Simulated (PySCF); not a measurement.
# Where the electron goes

Species: C3H8ClFSi2.
SMILES with atom numbers: `[CH3:1][Si@H:2]([Cl:3])/[C:4]([F:5])=[CH:6]\[SiH3:7]` (hydrogens: H8, H9, H10 on C1; H11 on Si2; H12 on C6; H13, H14, H15 on Si7)

Cartesian coordinates in Å at the GFN2-xTB level; atoms count from 1:
```
atom  x, y, z in Å
C1    -2.0985   -0.7648    0.3343
Si2   -1.2658    0.6941   -0.5514
Cl3   -0.6806    0.1442   -2.4104
C4     0.2608    1.2636    0.4289
F5    -0.0055    2.4243    1.1113
C6     1.4743    0.7451    0.5610
Si7    2.1345   -0.8144   -0.2528
H8    -1.3981   -1.5784    0.5049
H9    -2.4923   -0.4630    1.3001
H10   -2.9244   -1.1583   -0.2515
H11   -2.1479    1.8545   -0.6671
H12    2.1693    1.2881    1.1930
H13    3.0857   -1.4109    0.6902
H14    2.8226   -0.4448   -1.4903
H15    1.0614   -1.7713   -0.5222
```

Theory: TDDFT CAM-B3LYP/def2-SVPD, vertical, gas phase, core orbitals frozen in the response in PySCF.

Frontier orbitals with the atoms that hold most of them (Löwdin shares over 4%, at most four atoms; ? is withheld):

```
orbital  ε (eV)                              atoms
 HOMO-3  -11.27     C6 33%, Si7 25%, H13 9%, F5 8%
 HOMO-2  -10.39   Cl3 48%, Si2 14%, H11 11%, C1 7%
 HOMO-1  -10.29                                  ?
   HOMO       ?     C6 34%, C4 29%, F5 14%, Si7 6%
   LUMO    0.05                                  ?
 LUMO+1    0.96  Si7 22%, Si2 16%, Cl3 15%, C1 10%
 LUMO+2    1.31  Cl3 14%, Si2 14%, C4 13%, Si7 12%
```

Problem. Give the leading atoms of the HOMO-1.

Solution. Cl3 (bonded to Si) 38%; C1 (bonded to Si and 3 H) 13%; Si2 (bonded to 2 C, Cl and H) 13%; C4 (bonded to C, F and Si) 13%. By element: chlorine 38%, carbon 26% or more, silicon 13% or more.

Problem. Which atoms hold the LUMO, and with what shares?

Solution. C4 (bonded to C, F and Si) 28%; C6 (bonded to C, Si and H) 24%; Si2 (bonded to 2 C, Cl and H) 11%; Si7 (bonded to C and 3 H) 9%. By element: carbon 53% or more, silicon 20%.

Problem. What is the HOMO energy, and the HOMO–LUMO gap?

Solution. ε(HOMO) = -9.16 eV; the gap is 9.21 eV (0.3386 hartree).

Problem. How does S1 compare with the orbital gap of 9.21 eV?

Solution. S1 is at 6.33 eV (f = 0.304), 2.88 eV below the gap, made of HOMO→LUMO (96%). Without the coupling terms of the response equations the lowest excitation would equal the gap.

Problem. One configuration dominates each of S1 and S2. Which, and how do the shares of the two leading atoms of either orbital change from the occupied to the empty one?

Solution. 
- S1 (6.33 eV, f 0.304), HOMO→LUMO (96%): C6 34% → 24%, C4 29% → 28%
- S2 (6.76 eV, f 0.0065), HOMO-1→LUMO (74%): Cl3 38% → at most 10%, C1 13% → at most 10%, C4 13% → 28%, C6 at most 13% → 24%

One conformer stands for the species.
